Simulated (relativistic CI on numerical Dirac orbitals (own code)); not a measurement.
## Energy levels of P VII

Method of calculation: Dirac-Coulomb-Breit CI, KLI orbitals optimised for each configuration, model QED (radiative potential, 1s self-energy scaled to tabulated hydrogen-like ionisation energies), unscaled Slater integrals (own radial code, finite nucleus).

Configuration list (outside the closed core 1s2): 2s2 2p5, 2s 2p6, 2s2 2p4 3s, 2s2 2p4 3p, 2s2 2p4 3d, 2p6 3s, 2p6 3p, 2s 2p5 3s, 2p6 3d, 2s2 2p4 4s, 2s2 2p4 4p, 2s 2p5 3p, 2s2 2p4 4d, 2s2 2p4 4f, 2s2 2p4 5s, 2s 2p5 3d, 2s2 2p4 5p, 2s2 2p3 3s2, 2s2 2p4 5d, 2s2 2p4 5f, 2s2 2p4 5g, 2s2 2p3 3s 3p, 2s2 2p3 3p2, 2s2 2p3 3s 3d, 2s 2p5 4s, 2s 2p5 4p, 2s2 2p3 3p 3d, 2s 2p5 4d, 2s 2p5 4f, 2s 2p4 3s2, 2s2 2p3 3d2, 2s 2p5 5s, 2s 2p4 3s 3p, 2s 2p5 5p, 2s 2p5 5d, 2s 2p5 5f. Levels of other configurations are missing.

The lowest level is 2s2 2p5 2P°_3/2, with 100 % of that term; Hund's rules for 2s2 2p5 give 2P° with J = 3/2, in agreement.

```
No.  Configuration  Term    J  E (cm⁻¹)    %  Next component (%)  Landé g      jj configuration (%)
  1        2s2 2p5   2P°  3/2         0  100                        1.333             2p3/2^3 (100)
  2        2s2 2p5   2P°  1/2      7231  100                        0.665       2p1/2 2p3/2^4 (100)
  3         2s 2p6    2S  1/2    470093   99                        2.001                   2s (99)
  4     2s2 2p4 3s    4P  5/2   1252822   99                        1.599           2p3/2^2 3s (72)
  5     2s2 2p4 3s    4P  3/2   1257189   97                2 2P    1.724     2p1/2 2p3/2^3 3s (78)
  6     2s2 2p4 3s    4P  1/2   1259762   99                        2.661     2p1/2 2p3/2^3 3s (39)
  7     2s2 2p4 3s    2P  3/2   1271135   97                2 4P    1.340           2p3/2^2 3s (52)
  8     2s2 2p4 3s    2P  1/2   1276264   99                        0.675     2p1/2 2p3/2^3 3s (61)
  9     2s2 2p4 3s    2D  5/2   1313014   99                        1.201     2p1/2 2p3/2^3 3s (72)
 10     2s2 2p4 3s    2D  3/2   1313106   99                1 2P    0.802     2p1/2 2p3/2^3 3s (74)
 11     2s2 2p4 3p   4P°  5/2   1343876   96               2 4D°    1.594        2p3/2^2 3p3/2 (44)
 12     2s2 2p4 3p   4P°  3/2   1345226   95               2 4D°    1.724        2p3/2^2 3p1/2 (45)
 13     2s2 2p4 3p   4P°  1/2   1347114   97     1 2s 2p5 3s 4P°    2.638  2p1/2 2p3/2^3 3p1/2 (50)
 14     2s2 2p4 3p   4D°  7/2   1356278   99                        1.428        2p3/2^2 3p3/2 (73)
 15     2s2 2p4 3p   4D°  5/2   1358614   86              11 2D°    1.355  2p1/2 2p3/2^3 3p3/2 (41)
 16     2s2 2p4 3p   4D°  3/2   1360824   95               3 2D°    1.197  2p1/2 2p3/2^3 3p1/2 (63)
 17     2s2 2p4 3p   4D°  1/2   1361918   99               1 4P°    0.014        2p3/2^4 3p1/2 (35)
 18     2s2 2p4 3p   2D°  5/2   1366002   88              11 4D°    1.220  2p1/2 2p3/2^3 3p3/2 (52)
 19     2s2 2p4 3s    2S  1/2   1366161   96         3 2p6 3s 2S    2.001           2p3/2^2 3s (57)
 20     2s2 2p4 3p   2P°  1/2   1368680   75              23 2S°    0.992        2p3/2^2 3p3/2 (73)
 21     2s2 2p4 3p   2D°  3/2   1369576   70              27 2P°    0.957  2p1/2 2p3/2^3 3p3/2 (62)
 22     2s2 2p4 3p   2P°  3/2   1372909   67              26 2D°    1.228  2p1/2 2p3/2^3 3p1/2 (31)
 23     2s2 2p4 3p   4S°  3/2   1374412   94               4 2P°    1.959  2p1/2 2p3/2^3 3p3/2 (54)
 24     2s2 2p4 3p   2S°  1/2   1375638   76              23 2P°    1.688  2p1/2 2p3/2^3 3p3/2 (55)
 25     2s2 2p4 3p   2F°  5/2   1408726   99               1 2D°    0.859  2p1/2 2p3/2^3 3p1/2 (60)
 26     2s2 2p4 3p   2F°  7/2   1409766   99                        1.144  2p1/2 2p3/2^3 3p3/2 (73)
 27     2s2 2p4 3p   2D°  3/2   1421460   99               1 2P°    0.802  2p1/2 2p3/2^3 3p3/2 (38)
 28     2s2 2p4 3p   2D°  5/2   1422060   99                        1.199  2p1/2 2p3/2^3 3p3/2 (61)
 29     2s2 2p4 3p   2P°  3/2   1444052   97    1 2s2 2p4 4p 2P°    1.333  2p1/2 2p3/2^3 3p1/2 (48)
 30     2s2 2p4 3p   2P°  1/2   1446600   98    1 2s2 2p4 4p 2P°    0.665  2p1/2 2p3/2^3 3p3/2 (82)
 31     2s2 2p4 3p   2P°  3/2   1470625   96        3 2p6 3p 2P°    1.334        2p3/2^2 3p3/2 (62)
 32     2s2 2p4 3p   2P°  1/2   1471739   96        2 2p6 3p 2P°    0.666        2p3/2^4 3p1/2 (47)
 33     2s2 2p4 3d    4D  7/2   1475420   96                2 4F    1.423        2p3/2^2 3d5/2 (51)
 34     2s2 2p4 3d    4D  5/2   1476050   95                2 4F    1.368        2p3/2^2 3d3/2 (40)
 35     2s2 2p4 3d    4D  3/2   1476986   96                2 4P    1.202        2p3/2^2 3d3/2 (47)
 36     2s2 2p4 3d    4D  1/2   1477841   97                1 2P    0.027  2p1/2 2p3/2^3 3d3/2 (69)
 37     2s2 2p4 3d    4F  9/2   1486755   99                1 2G    1.332        2p3/2^2 3d5/2 (73)
 38     2s2 2p4 3d    4F  7/2   1489312   86               12 2F    1.228        2p3/2^2 3d3/2 (48)
 39     2s2 2p4 3d    4F  5/2   1491629   93                4 2F    1.030  2p1/2 2p3/2^3 3d3/2 (62)
 40     2s2 2p4 3d    4F  3/2   1493098   97                1 4P    0.425  2p1/2 2p3/2^3 3d3/2 (42)
 41     2s2 2p4 3d    4P  1/2   1493167   98                1 4D    2.643        2p3/2^2 3d3/2 (53)
 42     2s2 2p4 3d    4P  3/2   1494739   96                2 4D    1.702  2p1/2 2p3/2^3 3d5/2 (25)
 43     2s2 2p4 3d    2F  7/2   1494888   87               11 4F    1.156  2p1/2 2p3/2^3 3d5/2 (52)
 44     2s2 2p4 3d    4P  5/2   1496817   90                4 2F    1.552        2p3/2^2 3d5/2 (40)
 45     2s2 2p4 3d    2F  5/2   1498493   86                6 4P    0.923  2p1/2 2p3/2^3 3d5/2 (69)
 46     2s2 2p4 3d    2P  1/2   1501586   98                1 4D    0.662        2p3/2^2 3d5/2 (63)
 47     2s2 2p4 3d    2D  3/2   1503281   68               29 2P    0.960        2p3/2^2 3d5/2 (35)
 48     2s2 2p4 3d    2D  5/2   1506773   91                7 2F    1.182  2p1/2 2p3/2^3 3d3/2 (37)
 49     2s2 2p4 3d    2P  3/2   1507636   70               29 2D    1.176  2p1/2 2p3/2^3 3d5/2 (55)
 50     2s2 2p4 3d    2G  7/2   1536976   99                1 2F    0.890  2p1/2 2p3/2^3 3d3/2 (67)
 51     2s2 2p4 3d    2G  9/2   1537000   99                1 4F    1.112  2p1/2 2p3/2^3 3d5/2 (73)
 52     2s2 2p4 3d    2S  1/2   1547049   95                2 2P    1.973  2p1/2 2p3/2^3 3d3/2 (40)
 53     2s2 2p4 3d    2F  5/2   1549505   93                7 2D    0.880  2p1/2 2p3/2^3 3d3/2 (37)
 54     2s2 2p4 3d    2F  7/2   1549923  100                        1.143  2p1/2 2p3/2^3 3d5/2 (67)
 55     2s2 2p4 3d    2P  3/2   1550526   98                        1.332        2p3/2^2 3d5/2 (32)
 56     2s2 2p4 3d    2D  5/2   1552708   92                6 2F    1.178  2p1/2 2p3/2^3 3d3/2 (41)
 57     2s2 2p4 3d    2P  1/2   1552812   97                2 2S    0.696  2p1/2 2p3/2^3 3d5/2 (58)
 58     2s2 2p4 3d    2D  3/2   1554813   99                        0.801  2p1/2 2p3/2^3 3d3/2 (46)
 59     2s2 2p4 3d    2D  5/2   1598427   97         3 2p6 3d 2D    1.200        2p3/2^2 3d5/2 (59)
 60     2s2 2p4 3d    2D  3/2   1599102   97         3 2p6 3d 2D    0.800        2p3/2^2 3d3/2 (54)
 61      2s 2p5 3s   4P°  5/2   1667284   93    6 2s2 2p4 4p 4P°    1.600        2s 2p3/2^3 3s (93)
 62      2s 2p5 3s   4P°  3/2   1671169   91    6 2s2 2p4 4p 4P°    1.731        2s 2p3/2^3 3s (47)
 63      2s 2p5 3s   4P°  1/2   1673867   92    7 2s2 2p4 4p 4P°    2.663  2s 2p1/2 2p3/2^4 3s (79)
 64     2s2 2p4 4s    4P  5/2   1679738   98      1 2s 2p5 3p 4P    1.599           2p3/2^2 4s (71)
 65     2s2 2p4 4s    4P  3/2   1683346   78               21 2P    1.648     2p1/2 2p3/2^3 4s (55)
 66     2s2 2p4 4s    4P  1/2   1686622   96                3 2P    2.618     2p1/2 2p3/2^3 4s (48)
 67     2s2 2p4 4s    2P  3/2   1688534   78               21 4P    1.416     2p1/2 2p3/2^3 4s (70)
 68     2s2 2p4 4s    2P  1/2   1693050   97                2 4P    0.718     2p1/2 2p3/2^3 4s (51)
 69      2s 2p5 3s   2P°  3/2   1695076   95    3 2s2 2p4 4p 2P°    1.336        2s 2p3/2^3 3s (80)
 70      2s 2p5 3s   2P°  1/2   1699763   95    3 2s2 2p4 4p 2P°    0.671  2s 2p1/2 2p3/2^4 3s (72)
```

Energies count from the lowest computed level; ° marks odd parity. Filled j subshells are mostly left out of the jj labels.

The mean weight of the leading LS term, summed over parents, in these 70 levels is 93 %, and that of the leading jj configuration (from the same eigenvectors) 58 %, so LS coupling describes them better.

At this charge configurations can still be misplaced by up to about 7 % of their energy. 13 of the 15 excited levels that our extract of the measured tables holds in this range could be paired (the sources list more); they are missed by 4900 cm⁻¹ on average and 9649 at most, and levels without a partner can miss by more.
